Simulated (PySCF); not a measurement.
Sulfur: a sound run and one with changed settings

Sound run: S⁺ [Ne] 3s2 3p3, S²⁺ [Ne] 3s2 3p2. Calculation: PySCF 2.14, in x2c-SVPall; the spin-free X2C one-electron Hamiltonian (Gaussian nucleus). In the sound run the correlated levels freeze [Ne]. The sound run starts from symmetry-adapted Hartree-Fock orbitals and uses a fine grid where one is needed.

Changed run: no relativity, point nucleus. This setting is unsound on purpose.

```json
{"species": "S⁺", "method": "UHF", "sound run (hartree)": "-398.09772", "changed run (hartree)": "-396.89456", "converged": "yes"}
{"species": "S⁺", "method": "BP86", "sound run (hartree)": "-398.70781", "changed run (hartree)": "-397.50551", "converged": "yes"}
{"species": "S⁺", "method": "PBE0", "sound run (hartree)": "-398.53449", "changed run (hartree)": "-397.33187", "converged": "yes"}
{"species": "S⁺", "method": "MP2", "sound run (hartree)": "-398.16608", "changed run (hartree)": "-396.96291", "converged": "yes"}
{"species": "S⁺", "method": "CCSD(T)", "sound run (hartree)": "-398.18532", "changed run (hartree)": "-396.98222", "converged": "yes"}
{"species": "S²⁺", "method": "UHF", "sound run (hartree)": "-397.25993", "changed run (hartree)": "-396.05681", "converged": "yes"}
{"species": "S²⁺", "method": "BP86", "sound run (hartree)": "-397.84741", "changed run (hartree)": "-396.64504", "converged": "yes"}
{"species": "S²⁺", "method": "PBE0", "sound run (hartree)": "-397.67351", "changed run (hartree)": "-396.47089", "converged": "yes"}
{"species": "S²⁺", "method": "MP2", "sound run (hartree)": "-397.31390", "changed run (hartree)": "-396.11081", "converged": "yes"}
{"species": "S²⁺", "method": "CCSD(T)", "sound run (hartree)": "-397.33623", "changed run (hartree)": "-396.13325", "converged": "yes"}
```

Ionisation energy of S⁺:

```tsv
method	sound run (eV)	changed run (eV)
UHF	22.798	22.796
BP86	23.413	23.414
PBE0	23.428	23.428
MP2	23.189	23.187
SCS-MP2	23.037	23.035
CCSD	23.103	23.100
CCSD(T)	23.105	23.102
```

Most of the change in total energy is the relativistic energy itself. On top of that the contraction fixes the core shape for the Hamiltonian it was made with, so the changed run is not a good calculation with the other Hamiltonian either.

For comparison, NIST gives 23.338 eV between the lowest levels.
